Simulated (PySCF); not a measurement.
A calculated (TPSS, PySCF 2.14, dyall-acv3z, scalar relativity by spin-free X2C-1e) atom or ion has these occupied shells.

```csv
shell,electrons,orbital energy (eV),"rms radius, mean of both spins (bohr)"
1s α,1,-42.717,0.874
```

(1) Name the element and its charge.

Answers

(1) He⁺ (helium, charge +1), in 1s1, 2S determinant.
